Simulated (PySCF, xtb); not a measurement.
C2H9FOSi2, SMILES F[C@H]([SiH3])[Si@@H](O)C.

GFN2-xTB run with xtb 6.7.1 at its own geometry gives an orbital gap of 5.25 eV and a dipole moment of 2.68 D.

Coordinates come from a r2SCAN-D4/def2-SVP optimisation. The structure was generated by enumeration; whether it is a known compound was not checked. Other conformers were not sampled.

Task: What does PBE/def2-TZVP (PySCF) give? (The exact figures need the calculation; the answer reports its results.)

Result: gap 5.97 eV (levels -6.73 and -0.76 eV), dipole 1.92 D.
